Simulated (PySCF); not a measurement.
**Computed vibrations of Gd(OH)3**

Gd(OH)3 (singlet in the valence; each metal's 4f electrons, 7 of them, lie in its core potential, out of spins and levels). PySCF 2.14.0, RKS PBE0, Gd lcecp-1-SVP with ECP53, O def2-SVP, H def2-SVP; non-relativistic Hamiltonian with scalar-relativistic core potentials where named; density fitting; no spin-orbit coupling. Central differences of gradients.

```xyz
7

Gd    0.0000    0.0000   -0.0197
O     2.0698    0.0000    0.0572
H     3.0235    0.0000    0.1202
O    -1.0349    1.7925    0.0572
H    -1.5118    2.6185    0.1202
O    -1.0349   -1.7925    0.0572
H    -1.5118   -2.6185    0.1202
```

Run from Python with OMP_NUM_THREADS=2. Where DIIS fails, smearing, a level shift and second-order steps follow.
It took 22 s on 2 threads of AMD EPYC 9R45 96-Core Processor (Zen 5), with other jobs on the host.

Problem. What are the harmonic wavenumbers and infrared intensities?

Solution. Modes are labelled in C3v; negative numbers are unstable modes, those under 60 cm⁻¹ near the noise; a finer grid moves soft modes by up to 10 cm⁻¹.
| cm⁻¹ | km/mol | symmetry |
| --- | --- | --- |
| 29 | 13.0 | a1 |
| 119 | 1.8 | e |
| 119 | 1.8 | e |
| 298 | 0.0 | a2 |
| 371 | 276.2 | e |
| 371 | 276.2 | e |
| 488 | 1.1 | e |
| 488 | 1.1 | e |
| 501 | 535.0 | a1 |
| 589 | 202.0 | e |
| 589 | 202.0 | e |
| 614 | 1.1 | a1 |
| 4017 | 175.5 | e |
| 4017 | 175.5 | e |
| 4018 | 1.1 | a1 |

Problem. Is this a minimum?

Solution. Yes, within the noise of the softest modes. Ideal gas at 298.15 K and 1 bar: S = 374.5 J/(mol K), Cp = 106.5 J/(mol K), H − H(0 K) = 21.9 kJ/mol (rigid rotor, harmonic modes, spin degeneracy alone, that of the 4f electrons in the core included; the modes under 60 cm⁻¹ make these uncertain).

An lcecp potential fixes the number of 4f electrons, so in runs with it no electron can move into or out of that shell.
